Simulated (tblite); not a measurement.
Compound: C6H8B (doublet state).
Bonds: C1–C2 (double), C2–C3, C3–C4 (double), C4–C5, C4–B6, B6–C7, C2–C7. Hydrogens: H8, H9 on C1; H10, H11, H12 on C5; H13 on B6; H14, H15 on C7.
Bond orders are those of one Lewis drawing.

Computed with GFN2-xTB (tblite), gas phase: L-BFGS steps from a force-field or distance-geometry start until the largest atomic force falls under 0.01 eV/Å.

The end geometry, which sets the zero of energy:
```
atom  x, y, z in Å
C1     -1.7324   -1.4977   -1.5954
C2     -0.8956   -0.6487   -1.0045
C3     -0.0744   -0.9040    0.1422
C4      0.7062    0.0831    0.5944
C5      1.6303    0.0275    1.7666
B6      0.4449    1.2817   -0.3551
C7     -0.6274    0.7896   -1.4206
H8     -2.3122   -1.2099   -2.4568
H9     -1.8650   -2.5046   -1.2369
H10     2.6481    0.2575    1.4521
H11     1.6195   -0.9551    2.2336
H12     1.3388    0.7714    2.5077
H13     0.9446    2.3353   -0.2938
H14    -0.2713    0.8207   -2.4530
H15    -1.5584    1.3611   -1.4079
```

Question: These geometries come from the run, each turned onto the end geometry. Order them by energy, lowest first.
A.
```
atom  x, y, z in Å
C1     -1.7434   -1.4935   -1.5860
C2     -0.9003   -0.6469   -1.0013
C3     -0.0772   -0.9004    0.1444
C4      0.7099    0.0844    0.5905
C5      1.6294    0.0278    1.7662
B6      0.4557    1.2789   -0.3639
C7     -0.6229    0.7866   -1.4256
H8     -2.3149   -1.2059   -2.4530
H9     -1.8778   -2.4979   -1.2209
H10     2.6409    0.3273    1.4706
H11     1.6636   -0.9783    2.1929
H12     1.2872    0.7260    2.5384
H13     0.9639    2.3289   -0.3034
H14    -0.2682    0.8059   -2.4593
H15    -1.5503    1.3649   -1.4170
```
B.
```
atom  x, y, z in Å
C1     -1.7390   -1.4877   -1.5884
C2     -0.9545   -0.6190   -0.9573
C3     -0.1961   -0.8425    0.2395
C4      0.6959    0.0876    0.6002
C5      1.5951    0.0555    1.7933
B6      0.5858    1.1951   -0.4798
C7     -0.6361    0.7946   -1.4165
H8     -2.2206   -1.2379   -2.5190
H9     -1.9030   -2.4800   -1.2066
H10     2.4293    0.7411    1.6612
H11     1.9742   -0.9497    1.9661
H12     1.0467    0.3636    2.6841
H13     1.2912    2.1201   -0.5898
H14    -0.4634    0.8414   -2.4936
H15    -1.5099    1.4257   -1.2207
```
C.
```
atom  x, y, z in Å
C1     -1.7861   -1.4712   -1.5507
C2     -0.8994   -0.6477   -0.9976
C3     -0.0749   -0.9020    0.1465
C4      0.7188    0.0817    0.5858
C5      1.6213    0.0358    1.7768
B6      0.4953    1.2591   -0.3990
C7     -0.5840    0.7679   -1.4579
H8     -2.3681   -1.1724   -2.4071
H9     -1.9635   -2.4608   -1.1649
H10     2.5081    0.6425    1.6026
H11     1.9225   -0.9849    2.0069
H12     1.1063    0.4417    2.6493
H13     1.0264    2.2967   -0.3609
H14    -0.2298    0.7533   -2.4917
H15    -1.4973    1.3685   -1.4656
```
D.
```
atom  x, y, z in Å
C1     -1.7418   -1.4945   -1.5969
C2     -0.9722   -0.6213   -0.9492
C3     -0.2589   -0.8282    0.2757
C4      0.6921    0.0583    0.5913
C5      1.5976    0.0560    1.7818
B6      0.6185    1.1671   -0.4999
C7     -0.6127    0.7819   -1.4277
H8     -2.1842   -1.2561   -2.5500
H9     -1.9160   -2.4875   -1.2200
H10     2.4116    0.7635    1.6331
H11     2.0065   -0.9339    1.9834
H12     1.0281    0.3787    2.6538
H13     1.2779    2.1329   -0.5367
H14    -0.5259    0.8264   -2.5154
H15    -1.4248    1.4647   -1.1507
```
E.
```
atom  x, y, z in Å
C1     -1.7298   -1.4944   -1.6006
C2     -0.9867   -0.6083   -0.9395
C3     -0.2709   -0.8106    0.2788
C4      0.7102    0.0414    0.5750
C5      1.5798    0.0672    1.7758
B6      0.6420    1.1196   -0.5192
C7     -0.6053    0.7640   -1.4252
H8     -2.1680   -1.2337   -2.5412
H9     -1.8947   -2.4741   -1.2078
H10     2.3882    0.7654    1.6018
H11     1.9899   -0.9149    1.9686
H12     1.0273    0.3796    2.6557
H13     1.2373    2.1188   -0.5115
H14    -0.5405    0.8188   -2.5114
H15    -1.3832    1.4691   -1.1267
```

Answer: A (0.002 eV), C (0.006 eV), B (0.025 eV), D (0.052 eV), E (0.095 eV).

In the order of the answer:

```csv
step,E above end (eV),largest force (eV/Å),rms force component (eV/Å),rms distance from end (Å),rms bond change (Å),bond most changed (Å)
105,0.002,0.20,0.055,0.034,0.003,C5–H12 +0.006
60,0.006,0.03,0.013,0.197,0.001,C5–H12 +0.002
19,0.025,0.07,0.026,0.287,0.001,C7–H15 +0.003
9,0.052,0.20,0.070,0.302,0.002,C4–B6 +0.006
4,0.095,0.42,0.161,0.307,0.008,C2–C7 -0.016
```

The cost below is that of the whole relaxation. On one thread, AMD EPYC 9R45 (x86_64), shared host with 96 logical CPUs at a one-minute load of 38, this took 0.38 s.
